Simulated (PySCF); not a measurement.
A structure optimised at PBE-D3(BJ)/def2-SVP, used in a PySCF frequency run:

```
C
C 1 1.3527
F 2 1.3340 1 122.87
H 2 1.1025 3 113.25 1 180.00
H 1 1.1031 2 116.39 4 0.00
C 1 1.4181 5 118.65 2 180.00
C 6 1.2264 5 152.09 1 180.00
H 7 1.0807 5 162.60 1 180.00
```

Q: Write its SMILES, formula and point group.

A: C#C/C=C\F, C4H3F, Cs

Q: What are its rotational constants (standard atomic weights)?

A: 13.721, 3.2897, 2.6535 GHz
